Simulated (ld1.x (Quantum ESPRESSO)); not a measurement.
## Al (Z = 13): one change to a PAW potential, before and after

```json
{
 "Element": "Al (Z = 13)",
 "Generator": "ld1.x (Quantum ESPRESSO) 7.5",
 "Type": "PAW",
 "Functional": "BLYP",
 "Relativity": "non-relativistic",
 "Frozen core": "[Ne]",
 "Valence charge": "3",
 "Reference configuration": "3s1.5 3p0 (charge +1.5)",
 "Partial waves": "3s (bound): rcut 1.65, rcutus 2.05 bohr; 3s channel at 0.8 Ry: rcut 1.65, rcutus 2.05 bohr; 3p (bound, empty): rcut 1.45, rcutus 1.85 bohr; 3p channel at 1.45 Ry: rcut 1.45, rcutus 1.85 bohr; 3d channel at -0.2 Ry: rcut 1.45, rcutus 1.75 bohr",
 "Local potential": "all-electron potential smoothed inside 1.55 bohr (lloc = -2)",
 "Core correction": "a·sin(br)/r model core inside 1.80 bohr",
 "Augmentation charge": "PSQ, inside the norm-conserving radii"
}
```

All-electron outer shells of the reference configuration (BLYP, non-relativistic, ld1.x):

```json
{"shell": "3s", "level (eV)": "-19.15", "outermost node (bohr)": "0.80", "outermost maximum (bohr)": "1.93"}
{"shell": "3p", "level (eV)": "-13.01", "outermost node (bohr)": "0.80", "outermost maximum (bohr)": "2.28"}
```

Change: type TM; waves now 3s (bound): rc 2.05 bohr; 3p (bound): rc 1.85 bohr; 3d channel at -0.2 Ry: rc 1.75 bohr; local potential the d channel.

Cutoffs: the cutoffs (Ry, on a coarse ladder) from which the occupation-weighted sum of valence levels, in a spherical-Bessel basis at the reference potential, stays within 10 and 1 mRy of its value at 400 Ry; they do not see the model core or the augmentation charge, which bear on the density cutoff. Errors are all-electron minus pseudo energies relative to the spin-unpolarised reference configuration.

Question: How do hardness, ghosts and transferability respond?

Answer: The potential gets harder (6 Ry and 8 Ry → 10 Ry and 30 Ry); of the 7 tests that both files solve, the error grows in 7 and shrinks in 0 by more than 15 % and 0.3 meV (median size 2.2 → 17.3 meV); the range in which the s phases agree narrows (upper end 4.1 → -0.1); the range in which the p phases agree narrows (upper end 4.2 → 1.5); neither file shows a bound ghost. Several settings change at once here, so the effects cannot be laid on one of them.

| quantity | base | changed |
| --- | --- | --- |
| cutoff, loose | 6 Ry | 10 Ry |
| cutoff, tight | 8 Ry | 30 Ry |
| bound ghosts | none | none |
| error for 3s2 3p1, meV [ΔE -14.09 eV] | -3.5 | +41 |
| error for 3s2 3p0, meV [ΔE -8.45 eV] | -2.1 | +15 |
| error for 3s1 3p0, meV [ΔE 10.73 eV] | -3.9 | +26 |
| error for 3s1 3p1, meV [ΔE -2.65 eV] | +0.3 | +2.7 |
| error for 3s2 3p1.3, meV [ΔE -14.62 eV] | -3.1 | +45 |
| error for 3s0 3p3, meV [ΔE -3.57 eV] | +2.2 | +15 |
| error for 3s1 3p2, meV [ΔE -8.93 eV] | +0.7 | +17 |
| s: phases at 2.26 bohr within 0.05 rad from the reference energy up to (Ry; the scan ends near 5) | 4.1 | -0.1 |
| p: phases at 2.26 bohr within 0.05 rad from the reference energy up to (Ry; the scan ends near 5) | 4.2 | 1.5 |
| d: phases at 2.26 bohr within 0.05 rad from the reference energy up to (Ry; the scan ends near 5) | 4.3 | 4.4 |
